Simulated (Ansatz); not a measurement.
Ansatz (a program for electronic structure) input file for TiO2, SMILES [O]=[Ti]=[O], multiplicity 1, PBE/def2-TZVPD. Geometry optimised at TPSSh-D3(BJ)/def2-TZVP. The multiplicity is an assumed one; other spin states were not compared. The isomer is the one that the SMILES or the coordinates give; other isomers of the formula were not compared.

Ansatz 0.2 input:
```yaml
crystal:
  periodic: [false, false, false]
  atoms:
    - {symbol: Ti, position_ang: [0.00000000, 0.00000000, 0.38994469]}
    - {symbol: O, position_ang: [0.00000000, -1.35669484, -0.53617395]}
    - {symbol: O, position_ang: [0.00000000, 1.35669484, -0.53617395]}
basis:
  gaussian:
    orbitals: def2-TZVPD
hamiltonian:
  xc: {name: PBE}
```

Log of the run:

```
WARN ansatz: RAYON_NUM_THREADS=1 ignored (pool sized by the plan → 1); use --threads N
Functional definition: PBE
integrals: 0.04 GiB planned
794 factors; their error is unknown
mean field: 0.36 GiB planned
mean field evaluation 1: about -27183.7182 eV, gradient 1.1e2 eV
mean field evaluation 2: about -26633.9598 eV, gradient 5.0e2 eV
mean field evaluation 4: about -27201.1739 eV, gradient 2.7e1 eV
mean field evaluation 8: about -27202.6809 eV, gradient 7.1e-1 eV
mean field evaluation 16: about -27202.6747 eV, gradient 2.5e-4 eV
mean field -27202.67472021 eV, -999.6798573324 hartree, gradient 6.2e-6 eV, S^2 0.000000; 0 other end points of the search recorded, 0 dependent functions left out
reference -27202.67476588 eV, -999.6798590110 hartree; 19, 19 occupied and 109, 109 virtual orbitals, 794 factors
Total energy: -27202.67476588 eV, -999.6798590110 hartree
```

The calculation finished and met its thresholds.

Cost: around 2.0 core-seconds (rough).
